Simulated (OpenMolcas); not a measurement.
Computed transition rates of Kr3+

```yaml
Program: OpenMolcas 26.06
Method: "MS-RASPT2, IPEA 0.25 Eh, imaginary shift 0.1 Eh (closed shells correlated: 3d)"
Basis: ANO-RCC [9s8p6d4f2g]
Scalar_Hamiltonian: DKH2, point nucleus
Active_space: 5 electrons in 9 orbitals (RAS2 4s 4p; RAS3 4d, at most 2 electrons)
State_averaging: 2S+1 = 4 odd, 1 root; 2S+1 = 2 odd, 11 roots; 2S+1 = 4 even, 3 roots; 2S+1 = 2 even, 9 roots
Spin-orbit_coupling: RASSI with atomic mean-field integrals over the reference wave functions, term energies averaged over their components
```

Rates come from the transition moments of the reference wave functions (E1 and E2 in the length form). At fixed line strength A goes as λ^-3 for E1 and M1 and as λ^-5 for E2, so a rate at the computed wavelength can be rescaled to the measured one. Measured vacuum wavelengths follow from level energies in Saloman, J. Phys. Chem. Ref. Data 36, 215 (2007). Branching counts decays inside the model space alone, at computed energies, and the table is only a selection of the E2 and M1 lines, drawn from those between levels with measured partners whose computed energy lies within a factor of 1.5 of the measured one.

| Upper | Lower | Type | λ computed (nm) | λ measured (nm) | A computed (s-1) | A rescaled (s-1) | Branching % |
| --- | --- | --- | --- | --- | --- | --- | --- |
| 4s2 4p3 2P* 3/2 | 4s2 4p3 4S* 3/2 | M1 | 297.4 | 299.4 | 1.97e+01 |  | 56.9 |
| 4s2 4p3 2P* 1/2 | 4s2 4p3 4S* 3/2 | M1 | 314.5 | 322 | 9.78e+00 |  | 67.4 |
| 4s2 4p3 2P* 3/2 | 4s2 4p3 2D* 3/2 | M1 | 628.3 | 610.9 | 9.77e+00 |  | 28.3 |
| 4s2 4p3 2P* 3/2 | 4s2 4p3 2D* 5/2 | M1 | 686.6 | 680 | 4.31e+00 |  | 12.5 |
| 4s2 4p3 2P* 1/2 | 4s2 4p3 2D* 3/2 | M1 | 710 | 713.3 | 4.15e+00 |  | 28.6 |
| 4s2 4p3 2D* 3/2 | 4s2 4p3 4S* 3/2 | M1 | 564.7 | 586.9 | 2.03e+00 |  | 99.4 |
| 4s2 4p3 2P* 3/2 | 4s2 4p3 2D* 5/2 | E2 | 686.6 | 680 | 5.18e-01 | 5.44e-01 | 1.5 |
| 4s2 4p3 2P* 1/2 | 4s2 4p3 2D* 3/2 | E2 | 710 | 713.3 | 3.83e-01 | 3.74e-01 | 2.6 |
| 4s2 4p3 2P* 3/2 | 4s2 4p3 2D* 3/2 | E2 | 628.3 | 610.9 | 2.56e-01 | 2.95e-01 | 0.7 |
| 4s2 4p3 2P* 1/2 | 4s2 4p3 2D* 5/2 | E2 | 785.4 | 809.3 | 1.68e-01 | 1.45e-01 | 1.2 |
| 4s2 4p3 2D* 5/2 | 4s2 4p3 4S* 3/2 | M1 | 524.6 | 534.8 | 7.06e-02 |  | 58.8 |
| 4s2 4p3 2D* 5/2 | 4s2 4p3 4S* 3/2 | E2 | 524.6 | 534.8 | 2.50e-02 |  | 20.9 |
| 4s2 4p3 2D* 5/2 | 4s2 4p3 2D* 3/2 | M1 | 7399 | 6014 | 2.44e-02 | 4.54e-02 | 20.4 |
| 4s2 4p3 2D* 3/2 | 4s2 4p3 4S* 3/2 | E2 | 564.7 | 586.9 | 1.17e-02 |  | 0.6 |

Spin-changing lines and M1 lines between different terms are not rescaled, since their strength hangs on the term gaps too.

The largest correction is for 4s2 4p3 2D* 5/2 → 4s2 4p3 2D* 3/2 (M1): 2.44e-02 × (7399 / 6014)^3 = 4.54e-02 s-1, a factor of 1.86.

No measured rate stands beside these. Rescaling mends the energy factor alone: line strengths can still be far off where a level mixes with configurations outside the active space, and weak or spin-changing lines hang on small mixing coefficients that depend on the term gaps too, so rescaling need not improve them.

The run also gave levels led by 4s2 4p2 4d, which use shells meant for correlation; these and all levels above them are left out. Computed and measured levels are paired by configuration, term and J; levels that our copy of the source lacks, or whose pairing is in doubt (as where it misses far off the trend of its configuration), stay unpaired. Only configurations of the active space appear.

* marks odd parity.
